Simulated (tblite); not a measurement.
Record of a relaxation.

Compound: C₄H₁₁AsGaN.
Atom-mapped SMILES: `[CH3:1][CH2:2][C@@H:3]([C:4]#[N:5])[GaH2-:6][AsH3+:7]` (hydrogens: H8, H9, H10 on C1; H11, H12 on C2; H13 on C3; H14, H15 on Ga6; H16, H17, H18 on As7)
Bond orders are those of one Lewis drawing.

Computed with GFN2-xTB (tblite), gas phase: L-BFGS steps from a force-field or distance-geometry start until the largest atomic force falls under 0.01 eV/Å. 5 of its 163 geometries are shown.

Step 0: E = -558.7707 eV, largest atomic force 2.034 eV/Å
```
atom  x, y, z in Å  |  force x, y, z in eV/Å
C1     -2.480   -1.111    0.016    0.016  -0.440  -0.857
C2     -1.757    0.190   -0.364   -0.961   0.195   1.716
C3     -0.311   -0.054    0.021    0.838  -1.209  -1.405
C4      0.110   -1.211   -0.796    0.067   0.452   1.060
N5      0.452   -2.119   -1.422    0.058   0.658   0.238
Ga6     0.884    1.449   -0.476   -0.793   1.646  -0.329
As7     3.136    0.476   -0.649   -0.666   0.111   0.186
H8     -1.926   -1.556    0.869   -0.978   0.169  -0.310
H9     -2.329   -1.803   -0.856   -0.474   0.360   0.893
H10    -3.558   -0.952    0.203    0.661  -0.315   0.016
H11    -1.893    0.428   -1.409    0.054   0.177  -0.259
H12    -2.145    1.030    0.278    0.214  -0.410  -0.639
H13    -0.232   -0.227    1.102   -0.002  -0.471  -0.079
H14     0.829    2.561    0.708    0.299  -0.300  -0.353
H15     0.453    2.151   -1.880    0.382  -0.254   0.406
H16     3.882    0.861    0.693    0.179  -0.625  -1.239
H17     2.989   -1.081   -0.660    0.840   1.017  -0.073
H18     3.886    0.974   -1.921    0.268  -0.763   1.027
```

Step 40: E = -560.2748 eV, largest atomic force 0.118 eV/Å
```
atom  x, y, z in Å  |  force x, y, z in eV/Å
C1     -2.696   -1.187    0.018   -0.011  -0.056   0.008
C2     -1.941    0.111   -0.241    0.034  -0.034   0.016
C3     -0.442   -0.040    0.062    0.114  -0.026  -0.014
C4      0.253   -0.951   -0.778   -0.059  -0.078  -0.022
N5      0.966   -1.580   -1.431   -0.044   0.047  -0.007
Ga6     0.683    1.632   -0.469   -0.037  -0.052   0.067
As7     3.134    0.404   -0.744    0.001  -0.014  -0.031
H8     -2.493   -1.555    1.022   -0.025   0.028   0.047
H9     -2.386   -1.958   -0.686   -0.020   0.029  -0.018
H10    -3.769   -1.030   -0.077    0.003  -0.031  -0.047
H11    -2.063    0.408   -1.288   -0.031   0.040  -0.048
H12    -2.352    0.911    0.388    0.040  -0.027  -0.022
H13    -0.293   -0.378    1.098   -0.039   0.066   0.048
H14     1.080    2.664    0.647    0.045   0.050  -0.029
H15     0.511    2.150   -1.933    0.013   0.024   0.025
H16     4.107    0.738    0.340    0.041   0.030   0.000
H17     3.515   -1.027   -0.697    0.023   0.000   0.011
H18     4.177    0.696   -1.771   -0.049   0.002   0.015
```

Step 81: E = -560.3681 eV, largest atomic force 0.161 eV/Å
```
atom  x, y, z in Å  |  force x, y, z in eV/Å
C1     -2.723   -1.158   -0.125   -0.043  -0.074   0.002
C2     -1.905    0.121   -0.284   -0.001  -0.065   0.079
C3     -0.465   -0.086    0.216    0.033  -0.065  -0.102
C4      0.313   -0.971   -0.578   -0.001   0.125   0.102
N5      1.121   -1.530   -1.186   -0.030   0.012  -0.006
Ga6     0.747    1.582   -0.173   -0.008  -0.038   0.148
As7     3.143    0.379   -0.640    0.021   0.023   0.031
H8     -2.884   -1.380    0.930    0.013   0.022  -0.004
H9     -2.207   -2.008   -0.568    0.001   0.042  -0.078
H10    -3.696   -1.056   -0.601   -0.015   0.013  -0.004
H11    -1.901    0.445   -1.334    0.072  -0.061   0.084
H12    -2.370    0.915    0.314    0.011   0.049  -0.070
H13    -0.479   -0.467    1.248    0.026   0.075  -0.030
H14     1.066    2.659    0.934    0.004  -0.064  -0.048
H15     0.667    2.074   -1.651   -0.046   0.076  -0.067
H16     4.480    1.038   -0.419   -0.069   0.008  -0.051
H17     3.753   -0.964   -0.515    0.016  -0.042   0.000
H18     3.330    0.413   -2.109    0.015  -0.037   0.015
```

Step 122: E = -560.4567 eV, largest atomic force 0.094 eV/Å
```
atom  x, y, z in Å  |  force x, y, z in eV/Å
C1     -2.673   -1.136   -0.342    0.021   0.012   0.005
C2     -1.780    0.098   -0.413    0.000  -0.003  -0.029
C3     -0.498   -0.067    0.422   -0.008   0.049  -0.018
C4      0.387   -1.051   -0.066    0.032  -0.021  -0.005
N5      1.246   -1.694   -0.497   -0.036   0.032   0.013
Ga6     0.763    1.595    0.102   -0.012  -0.010   0.010
As7     2.972    0.399   -0.955   -0.076   0.042  -0.035
H8     -2.838   -1.429    0.694   -0.022  -0.012   0.004
H9     -2.204   -1.964   -0.867   -0.005  -0.069   0.031
H10    -3.641   -0.938   -0.798    0.010   0.001  -0.036
H11    -1.510    0.288   -1.459    0.026   0.054  -0.011
H12    -2.326    0.975   -0.043    0.030  -0.002   0.011
H13    -0.750   -0.270    1.470    0.056   0.002   0.016
H14     1.461    2.323    1.308   -0.008   0.004   0.011
H15     0.370    2.486   -1.131   -0.017   0.000   0.009
H16     4.119    1.270   -1.392   -0.029  -0.001  -0.012
H17     3.911   -0.553   -0.329    0.013  -0.081   0.032
H18     2.981   -0.327   -2.246    0.024   0.004   0.003
```

Step 162: E = -560.4803 eV, largest atomic force 0.009 eV/Å
```
atom  x, y, z in Å  |  force x, y, z in eV/Å
C1     -2.588   -1.123   -0.440   -0.003  -0.001  -0.001
C2     -1.682    0.103   -0.434    0.004  -0.001   0.003
C3     -0.492   -0.051    0.529   -0.004  -0.001   0.003
C4      0.402   -1.060    0.118   -0.005  -0.002   0.006
N5      1.244   -1.731   -0.304    0.003  -0.001  -0.001
Ga6     0.764    1.606    0.227    0.004   0.001   0.000
As7     2.769    0.391   -1.146   -0.002   0.002  -0.002
H8     -2.993   -1.304    0.555    0.000   0.001  -0.008
H9     -2.028   -2.004   -0.749   -0.006   0.004   0.001
H10    -3.418   -0.980   -1.128    0.000  -0.006   0.003
H11    -1.295    0.281   -1.447    0.003  -0.003   0.002
H12    -2.256    0.992   -0.138    0.004   0.001  -0.001
H13    -0.827   -0.228    1.558    0.001   0.002  -0.004
H14     1.688    2.151    1.378    0.000   0.002  -0.001
H15     0.214    2.648   -0.810    0.001  -0.002   0.000
H16     3.864    1.244   -1.724   -0.002  -0.004   0.002
H17     3.746   -0.352   -0.320    0.001   0.001   0.002
H18     2.877   -0.576   -2.265    0.001   0.006  -0.006
```

**Question.** Summarise the path.

**Answer.** The energy falls by 164.95 kJ/mol from step 0 to step 162; nine tenths of that is first reached at step 67. It rises by more than 0.2 meV at steps 68 and 121. The largest force goes from 2.034 to 0.009 eV/Å. Among the bonds Ga6–As7 changes most, from 2.460 to 2.717 Å; the atoms move by 1.113 Å rms after alignment.

The cost below is that of the whole relaxation. Time: 2.2 s wall. Hardware: Arm Neoverse N1, one thread, on a shared host.
